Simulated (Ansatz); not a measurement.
`[SiH3][O][Ge][Cl]` + H₂O → `[OH][Ge][O][SiH3]` + HCl at 700 K and 1 bar (formal hydrolysis of a Ge–Cl bond).

Program: Ansatz. Geometries: PBE0-D4/def2-TZVP. ΔE: electronic, gas phase. CCSD(T)/CBS adds triple-zeta CCSD(T) − MP2 to the extrapolated MP2 energy (def2 sets, frozen cores). This one scheme is used for every species. For Ge outer-core shells are correlated without core-valence functions, which leaves a few kJ/mol of doubt a bond. Scalar relativity is left out up to krypton. One conformer a species, not always the lowest.

```json
{"species": "`[SiH3][O][Ge][Cl]`", "CCSD(T)/CBS energy (Eh)": "-2902.05095", "H − E (kJ/mol)": "144.3", "S (J/(mol·K))": "444.8"}
{"species": "H₂O", "CCSD(T)/CBS energy (Eh)": "-76.37941", "H − E (kJ/mol)": "80.5", "S (J/(mol·K))": "218.4"}
{"species": "`[OH][Ge][O][SiH3]`", "CCSD(T)/CBS energy (Eh)": "-2518.03462", "H − E (kJ/mol)": "181.3", "S (J/(mol·K))": "451.5"}
{"species": "HCl", "CCSD(T)/CBS energy (Eh)": "-460.38127", "H − E (kJ/mol)": "38.4", "S (J/(mol·K))": "211.8"}
```

H − E and S are ideal-gas, rigid-rotor, harmonic terms from PBE0-D4/def2-TZVP, for one conformer and one mirror image of each species. 1 Eh = 2625.50 kJ/mol, R = 8.31446 J/(mol·K).

Task: By hand: ΔE, ΔH, ΔS and ΔG.

Result: ΔE = (-2518.03462) + (-460.38127) − (-2902.05095) − (-76.37941) = 0.01447 Eh = 38.0 kJ/mol. Δ(H − E) = 181.3 + 38.4 − 144.3 − 80.5 = -5.1, so ΔH = 32.9 kJ/mol. ΔS = 451.5 + 211.8 − 444.8 − 218.4 = 0.1 J/(mol·K). ΔG = 32.9 − 700 × (0.1)/1000 = 32.8 kJ/mol.

Task: By hand: the equilibrium constant, and the temperature at which ΔG would vanish if ΔH and ΔS stayed fixed.

Result: log₁₀ K = −ΔG/(RT ln 10) = -2.4. ΔG = 0 at ΔH/ΔS = 329000 K, far beyond where these terms or the molecules hold.

The number of gas molecules stays the same, so ΔS is small and ΔH decides. A doubt of 5 kJ/mol in ΔE shifts log₁₀ K by 0.4 here. Other conformers and mirror images would add mixing entropy, several J/(mol·K) or more a flexible species. Modes under 60 cm⁻¹, often nearly free rotors, make the harmonic entropy too high. These are equilibria of isolated gas molecules and say nothing of rates. Largest T1 diagnostic: 0.015 (customary marks: 0.02 for closed shells, 0.045 for open ones).
